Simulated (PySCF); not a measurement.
A series of substituents X on one scaffold: vinyl-X. All species are isolated molecules in the gas phase. One relaxed conformer stands for each flexible species; it need not be the lowest. Strings in code marks are SMILES.

All values below come from PBE-D3(BJ)/def2-TZVP // B3LYP-D3(BJ)/def2-TZVP run with PySCF. All candidates: neutral, multiplicity 1. Excitations are Tamm–Dancoff values on a coarser integration grid. The basis has no diffuse functions, so Rydberg states are missing or too high.

- HOMO–LUMO gap = 4.39 eV
- T1 excitation (TDA) = 4.02 eV
- S1 excitation (TDA) = 4.65 eV

Question: Identify which member has these values.
A) `C=C[S@@](C)=O` (C–C–S–O torsion 8°)
B) `C=CNC` (C–C–N–C torsion 151°)
C) `C=CN(C)C` (C–C–N–C torsion 6°)
D) `C=CI`

Answer: D, `C=CI`. The others give `C=CN(C)C` (C–C–N–C torsion 6°): 4.56 eV, 3.96 eV, 5.05 eV; `C=C[S@@](C)=O` (C–C–S–O torsion 8°): 3.88 eV, 3.66 eV, 4.22 eV; `C=CNC` (C–C–N–C torsion 151°): 4.59 eV, 3.92 eV, 5.22 eV
